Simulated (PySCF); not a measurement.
# Structure elucidation problem

Molecular formula: C9H10O. Simulated spectra:

¹H NMR (600 MHz, computed): δ 8.25 (d, 2H), 7.58 (m, 1H), 7.52 (m, 2H), 2.79 (q, 2H), 1.27 (t, 3H).

¹³C{¹H} NMR (computed): δ 206.0 (C), 143.9 (C), 142.5 (CH), 137.9 (CH), 136.9 (CH), 33.7 (CH2), 8.8 (CH3).

PySCF calculation with structure optimised with PBE0-D3(BJ)/def2-SVP and shieldings: GIAO CAM-B3LYP/pcSseg-1; one conformer, relativity neglected, one averaged value for each set of equivalent atoms, isolated molecule.

References, each an isolated molecule treated in the same way: ¹H and ¹³C against TMS.

Propose a structure and justify it.

Results:


Rings plus π bonds: 5 (1 ring in the answer). 7 carbon signals for 9 carbons: some carbons are equivalent by symmetry or fast rotation. Carbon types of the structure: 2 × C, 5 × CH, 1 × CH2, 1 × CH3, which accounts for all hydrogens. δC 206.0: ketone carbonyl carbon; low-lying n→π* states of the double bond to the heteroatom give a large paramagnetic term (-273 ppm). δC 143.9: substituted aromatic carbon. δC 142.5, 137.9, 136.9: aromatic CH. δC 33.7: sp3 CH2 α to a carbonyl; the adjacent C=O deshields it moderately. δC 8.8: methyl carbon; saturated and bonded to C and H only. δH 8.25, 7.58, 7.52: hydrogen on an aromatic CH. δH 2.79: hydrogen on an sp3 CH2 α to a carbonyl; α to C=O.

The compound is propiophenone (SMILES CCC(=O)c1ccccc1).

The shifts were computed for this structure.

Shifts are as computed, not scaled to solution data. Of 1211 compounds with measured shifts, 218 miss one by over three times the rms of a fit or turn the order of signals round; such compounds aren't used in these exercises. Multiplicities follow the n + 1 count of equivalent neighbours, as no J values were calculated; m marks all less simple cases, F and P coupling included.
